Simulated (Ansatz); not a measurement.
CH2F3O3S (SMILES O=S(O)(=[OH+])C(F)(F)F), charge +1, singlet, geometry from GFN2-xTB, atoms displaced at random by about 0.1 Å a coordinate; B3LYP/3-21G in Ansatz (a first-principles code).

Ansatz was given this input:
Ansatz 0.2 input:
```yaml
crystal:
  periodic: [false, false, false]
  atoms:
    - {symbol: O, position_ang: [-1.61451658, -0.05452517, -1.34850264]}
    - {symbol: S, position_ang: [-0.76357716, 0.12503973, 0.10722068]}
    - {symbol: O, position_ang: [-1.22177043, -1.09330357, 1.16461700]}
    - {symbol: O, position_ang: [-1.04287037, 1.25089662, 0.60975100]}
    - {symbol: C, position_ang: [1.04980830, -0.27432252, -0.19968402]}
    - {symbol: F, position_ang: [1.43361528, 0.04856359, 1.10515833]}
    - {symbol: F, position_ang: [1.68511177, 0.80814209, -0.73853498]}
    - {symbol: F, position_ang: [1.24777922, -1.28221646, -0.36602784]}
    - {symbol: H, position_ang: [-1.91470550, -1.47687182, 0.80562706]}
    - {symbol: H, position_ang: [-1.31942759, 2.16376360, 0.33045682]}
basis:
  gaussian:
    orbitals: 3-21G.json
hamiltonian:
  xc: b3lyp
total_charge: 1
relax: {escape_saddle: false}
```
The basis file holds 3-21G in the JSON format of the Basis Set Exchange.

The log (banner, timings and long lists left out):

```
Functional definition: B3LYP
901 factors; integrals over basis functions are off by at most 3.3e-4 eV
mean field evaluation 1: about -26015.8133 eV, gradient 1.0e2 eV
mean field evaluation 2: about -25887.2869 eV, gradient 2.1e2 eV
mean field evaluation 4: about -26031.5465 eV, gradient 2.6e1 eV
mean field evaluation 8: about -26033.3622 eV, gradient 1.0e0 eV
mean field evaluation 16: about -26033.5230 eV, gradient 1.5e-3 eV
mean field -26033.52301745 eV, -956.7143247356 hartree, gradient 1.6e-5 eV, S^2 0.000000; 0 other end points of the search recorded, 0 dependent functions left out
the calculation of the forces begins
reference -26033.52318302 eV, -956.7143308203 hartree; 37, 37 occupied and 43, 43 virtual orbitals, 901 factors
relax step   1: F+E_penalty+E_count = -26033.52301745 eV  Δ(F+E_penalty+E_count) = +0.000e0 eV  max|allowed force component| = 3.393e1 eV/Å  Δτ_max = 0.0000 Å  (32 SCF iters, accepted)
these checks for a lower state are left out or cut short: starts, cluster_reference, orbital_swaps, neighbouring_geometries, increment
901 factors; integrals over basis functions are off by at most 3.6e-4 eV
mean field -26042.48337951 eV, -957.0436119678 hartree, gradient 1.1e-5 eV, S^2 0.000000; 0 other end points of the search recorded, 0 dependent functions left out
the calculation of the forces begins
reference -26042.48355025 eV, -957.0436182424 hartree; 37, 37 occupied and 43, 43 virtual orbitals, 901 factors
relax step   2: F+E_penalty+E_count = -26042.48337951 eV  Δ(F+E_penalty+E_count) = -8.960e0 eV  max|allowed force component| = 1.060e1 eV/Å  Δτ_max = 0.1970 Å  (37 SCF iters, accepted)
these checks for a lower state are left out or cut short: starts, cluster_reference, orbital_swaps, neighbouring_geometries, increment
901 factors; integrals over basis functions are off by at most 3.8e-4 eV
mean field evaluation 32: about -26043.8574 eV, gradient 9.9e-3 eV
mean field -26043.98876597 eV, -957.0989338999 hartree, gradient 1.1e-5 eV, S^2 0.000000; 0 other end points of the search recorded, 0 dependent functions left out
the calculation of the forces begins
reference -26043.98893926 eV, -957.0989402679 hartree; 37, 37 occupied and 43, 43 virtual orbitals, 901 factors
relax step   3: F+E_penalty+E_count = -26043.98876597 eV  Δ(F+E_penalty+E_count) = -1.505e0 eV  max|allowed force component| = 3.498e0 eV/Å  Δτ_max = 0.1295 Å  (40 SCF iters, accepted)
[...]
relax step   4: F+E_penalty+E_count = -26044.44362476 eV  Δ(F+E_penalty+E_count) = -4.549e-1 eV  max|allowed force component| = 1.889e0 eV/Å  Δτ_max = 0.1948 Å  (40 SCF iters, accepted)
relax step   5: F+E_penalty+E_count = -26044.64797109 eV  Δ(F+E_penalty+E_count) = -2.043e-1 eV  max|allowed force component| = 1.601e0 eV/Å  Δτ_max = 0.1269 Å  (33 SCF iters, accepted)
relax step   6: F+E_penalty+E_count = -26044.75624794 eV  Δ(F+E_penalty+E_count) = -1.083e-1 eV  max|allowed force component| = 5.821e-1 eV/Å  Δτ_max = 0.1870 Å  (39 SCF iters, accepted)
relax step   7: F+E_penalty+E_count = -26044.80765316 eV  Δ(F+E_penalty+E_count) = -5.141e-2 eV  max|allowed force component| = 3.368e-1 eV/Å  Δτ_max = 0.1720 Å  (33 SCF iters, accepted)
relax step   8: F+E_penalty+E_count = -26044.82812437 eV  Δ(F+E_penalty+E_count) = -2.047e-2 eV  max|allowed force component| = 2.626e-1 eV/Å  Δτ_max = 0.0793 Å  (33 SCF iters, accepted)
relax step   9: F+E_penalty+E_count = -26044.83772873 eV  Δ(F+E_penalty+E_count) = -9.604e-3 eV  max|allowed force component| = 1.772e-1 eV/Å  Δτ_max = 0.0435 Å  (33 SCF iters, accepted)
relax step  10: F+E_penalty+E_count = -26044.84381978 eV  Δ(F+E_penalty+E_count) = -6.091e-3 eV  max|allowed force component| = 2.682e-1 eV/Å  Δτ_max = 0.0631 Å  (34 SCF iters, accepted)
relax step  11: F+E_penalty+E_count = -26044.84761360 eV  Δ(F+E_penalty+E_count) = -3.794e-3 eV  max|allowed force component| = 2.232e-1 eV/Å  Δτ_max = 0.1141 Å  (34 SCF iters, accepted)
relax step  12: F+E_penalty+E_count = -26044.82841018 eV  Δ(F+E_penalty+E_count) = +1.920e-2 eV  max|allowed force component| = 7.087e-1 eV/Å  Δτ_max = 0.1324 Å  (34 SCF iters, rejected (line search))
relax step  13: F+E_penalty+E_count = -26044.85324175 eV  Δ(F+E_penalty+E_count) = -5.628e-3 eV  max|allowed force component| = 1.682e-1 eV/Å  Δτ_max = 0.0662 Å  (34 SCF iters, accepted)
relax step  14: F+E_penalty+E_count = -26044.85541425 eV  Δ(F+E_penalty+E_count) = -2.173e-3 eV  max|allowed force component| = 8.494e-2 eV/Å  Δτ_max = 0.0319 Å  (34 SCF iters, accepted)
relax step  15: F+E_penalty+E_count = -26044.85581057 eV  Δ(F+E_penalty+E_count) = -3.963e-4 eV  max|allowed force component| = 5.881e-2 eV/Å  Δτ_max = 0.0175 Å  (34 SCF iters, accepted)
[...]
relax step  16: F+E_penalty+E_count = -26044.85599944 eV  Δ(F+E_penalty+E_count) = -1.889e-4 eV  max|allowed force component| = 2.054e-2 eV/Å  Δτ_max = 0.0101 Å  (35 SCF iters, accepted)
these checks for a lower state are left out or cut short: starts, cluster_reference, orbital_swaps, neighbouring_geometries, increment
901 factors; integrals over basis functions are off by at most 3.5e-4 eV
mean field -26044.85605674 eV, -957.1308062478 hartree, gradient 1.4e-5 eV, S^2 0.000000; 0 other end points of the search recorded, 0 dependent functions left out
the calculation of the forces begins
reference -26044.85622764 eV, -957.1308125281 hartree; 37, 37 occupied and 43, 43 virtual orbitals, 901 factors
relax step  17: F+E_penalty+E_count = -26044.85605674 eV  Δ(F+E_penalty+E_count) = -5.730e-5 eV  max|allowed force component| = 4.234e-3 eV/Å  Δτ_max = 0.0044 Å  (28 SCF iters, accepted)
901 factors; integrals over basis functions are off by at most 3.5e-4 eV
mean field -26044.85605674 eV, -957.1308062478 hartree, gradient 1.4e-5 eV, S^2 0.000000; 1 other end points of the search recorded, 0 dependent functions left out
the calculation of the forces begins
reference -26044.85622764 eV, -957.1308125281 hartree; 37, 37 occupied and 43, 43 virtual orbitals, 901 factors
Total energy: -26044.85622764 eV, -957.1308125281 hartree
Atom 0 at    -1.760458    -0.019841    -1.458327 Å, force     0.001335    -0.000141    -0.000397 eV/Å
Atom 1 at    -0.839956     0.048138    -0.187947 Å, force     0.001835    -0.000650    -0.000197 eV/Å
Atom 2 at    -1.195497    -1.143610     0.993033 Å, force    -0.000464    -0.000627     0.000436 eV/Å
Atom 3 at    -0.853792     1.572185     0.598645 Å, force     0.001615     0.000105     0.000370 eV/Å
Atom 4 at     1.323249    -0.203867    -0.036873 Å, force    -0.004234     0.000809    -0.000091 eV/Å
Atom 5 at     1.524272    -0.004102     1.249602 Å, force     0.000955    -0.000183     0.001503 eV/Å
Atom 6 at     1.780390     0.738060    -0.837508 Å, force    -0.000112     0.000877    -0.001048 eV/Å
Atom 7 at     1.499411    -1.441066    -0.455477 Å, force     0.000286    -0.000752    -0.000751 eV/Å
Atom 8 at    -2.182246    -1.357958     1.049615 Å, force    -0.000183     0.000152     0.000372 eV/Å
Atom 9 at    -1.755926     2.027226     0.555318 Å, force    -0.001034     0.000411    -0.000197 eV/Å
Dipole moment:    -0.608080     0.117903     0.283902 e Å
```
